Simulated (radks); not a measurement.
Q: The mean radii <r> (bohr) of the occupied orbitals of an atom or ion are listed with their occupations. Method: Dirac Kohn-Sham, BLYP, spin-unpolarised, spherical densities, finite nucleus; Fermi nuclear charge, rms radius of each element as measured or else 0.836 A^(1/3) + 0.57 fm; computed with a radial shooting solver on a logarithmic mesh with Libxc functionals.

orbital  occ.      <r>
1s1/2       2  0.02842
2s1/2       2   0.1222
2p1/2       2   0.1032
2p3/2       4   0.1087
3s1/2       2   0.3303
3p1/2       2   0.3208
3p3/2       4   0.3322
3d3/2       4   0.3033
3d5/2       6   0.3069
4s1/2       2   0.7891
4p1/2       2   0.8292
4p3/2       4   0.8577
4d3/2       4   0.9970
4d5/2       6    1.008

Name the element and its charge. Open shells, if any, fill j = l - 1/2 first.

A: Z = 51, antimony, charge +5: Sb5+ in [Kr] 4d10. The 1s radius gives Z: for a bare nucleus <r> = (2 gamma + 1)/(2Z) with gamma = sqrt(1 - (Z/c)^2), 0.028 bohr for Z = 51, and screening makes it slightly larger (0.02842 here). The occupations add up to 46, and the charge is Z minus that.
